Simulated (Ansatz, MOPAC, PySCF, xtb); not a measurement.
Diatomic PO+, closed-shell singlet (lowest of 2S+1 = 1, 3, 5 at CCSD(T)/def2-TZVPP on PBE0 minima; our sources give no spin for the ground state, which may be another).

Constants: fifth-degree fit in 1/R to seven points, most abundant isotopes. In def2 and cc sets the state is the lowest found near the PBE0 minimum, followed along R. The singlet is held restricted. HF and MP2 rows in def2 and cc sets belong to the determinant that coupled cluster picked by its CCSD energy.

Run with Ansatz (a quantum-chemistry and plane-wave program) with Gaussian orbitals; MOPAC for AM1, PM3, PM6 (differences of heats of formation); PySCF for 3-21G rows, 6-31G* rows, STO-3G rows; xtb for the GFN methods. Values without a source in brackets are computed.

```tsv
level	r_e (Å)	ω_e (cm⁻¹)	α_e (cm⁻¹)	B_e (cm⁻¹)
AM1	1.388	1569	0.0029	0.830
PM3	1.382	1226	0.0053	0.837
PM6	1.423	1387	0.0026	0.790
GFN2-xTB	1.387	1574	0.0063	0.830
HF/STO-3G	1.430	1600	0.0033	0.782
HF/3-21G	1.466	1501	0.0036	0.744
HF/6-31G*	1.397	1659	0.0041	0.819
HF/def2-TZVPP	1.386	1670	0.0041	0.833
HF/aug-cc-pV(Q+d)Z	1.383	1674	0.0042	0.836
SVWN5/def2-TZVPP	1.430	1418	0.0049	0.781
r2SCAN/def2-TZVPP	1.428	1440	0.0048	0.784
B3LYP/def2-TZVPP	1.424	1456	0.0048	0.788
BHLYP/def2-TZVPP	1.403	1562	0.0045	0.812
CAM-B3LYP/def2-TZVPP	1.415	1505	0.0046	0.798
wB97X-V/def2-TZVPP	1.418	1510	0.0044	0.795
wB97M-V/def2-TZVPP	1.418	1503	0.0045	0.795
MP2/aug-cc-pV(T+d)Z	1.451	1301	0.0061	0.759
MP2/CBS(aug-cc-pV(Q+d)Z, aug-cc-pV(5+d)Z)	1.443	1320	0.0061	0.768
SCS-MP2/aug-cc-pV(T+d)Z	1.445	1338	0.0058	0.766
SCS-MP2/aug-cc-pV(Q+d)Z	1.440	1347	0.0058	0.771
SCS-MP2/def2-QZVPP	1.439	1350	0.0058	0.772
CCSD/aug-cc-pV(T+d)Z	1.424	1473	0.0048	0.788
CCSD/aug-cc-pV(Q+d)Z	1.418	1484	0.0048	0.794
CCSD/def2-QZVPP	1.418	1486	0.0048	0.795
CCSD(T)/aug-cc-pV(T+d)Z	1.437	1394	0.0053	0.774
CCSD(T)/aug-cc-pV(Q+d)Z	1.432	1405	0.0053	0.780
CCSD(T)/def2-QZVPP	1.431	1407	0.0053	0.781
CCSD(T)/aug-cc-pV(5+d)Z	1.429	1411	0.0053	0.782
CCSD(T)/CBS(def2-TZVPP, def2-QZVPP)	1.429	1414	0.0053	0.782
CCSD(T)/CBS(aug-cc-pV(Q+d)Z, aug-cc-pV(5+d)Z)	1.428	1416	0.0053	0.784
```

Cores are frozen in the correlated methods. CBS(a, b) extrapolates the correlation energy as X⁻³ and adds the Hartree–Fock energy of set b. Rows in 3-21G, 6-31G*, STO-3G carry no dispersion term and start afresh at each structure (6-31G* with six Cartesian d functions). The state that AM1, PM3, PM6 reach isn't checked.
